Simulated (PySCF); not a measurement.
Ga(Me)2(OH)(OH2), C₂H₉GaO₂, singlet, CAM-B3LYP/def2-SVP optimised geometry.

```
14

Ga    -0.04    -0.04     0.00
C     -1.29     1.47     0.00
H     -1.21     2.03    -0.94
H     -1.09     2.18     0.82
H     -2.33     1.12     0.09
C      1.93    -0.04     0.00
H      2.33     0.70     0.71
H      2.32     0.21    -1.00
H      2.32    -1.03     0.28
O     -0.84    -1.58    -0.67
H     -0.30    -2.18    -1.20
O     -0.65    -1.12     1.78
H     -0.96    -1.75     1.08
H     -1.44    -0.76     2.21
```

Density from CAM-B3LYP/def2-TZVP (PySCF 2.14.0) at that geometry.

Minimum of the electron density along straight lines between bonded atoms, close to the bond critical point (lines longer than 1.1 times the sum of covalent radii, or with two minima, are not listed):

| bond | length / Å | ρ at the minimum / e bohr⁻³ | ∇²ρ there / e bohr⁻⁵ | position (fraction from the first atom) |
|---|---|---|---|---|
| Ga1–C2 | 1.964 | 0.116 | 0.20 | 0.48 |
| C2–H3 | 1.101 | 0.266 | -0.87 | 0.64 |
| C2–H4 | 1.101 | 0.266 | -0.87 | 0.64 |
| C2–H5 | 1.101 | 0.267 | -0.87 | 0.64 |
| Ga1–C6 | 1.964 | 0.116 | 0.20 | 0.48 |
| C6–H7 | 1.100 | 0.267 | -0.88 | 0.64 |
| C6–H8 | 1.101 | 0.266 | -0.87 | 0.64 |
| C6–H9 | 1.100 | 0.267 | -0.88 | 0.64 |
| Ga1–O10 | 1.863 | 0.111 | … | 0.48 |
| O10–H11 | 0.963 | 0.355 | -2.35 | 0.80 |
| O12–H13 | 0.996 | … | -2.14 | 0.82 |
| O12–H14 | 0.967 | 0.353 | -2.40 | 0.81 |

Some entries are withheld; supply them.


- Ga1–O10, ∇²ρ there / e bohr⁻⁵: 0.57
- O12–H13, ρ at the minimum / e bohr⁻³: 0.318
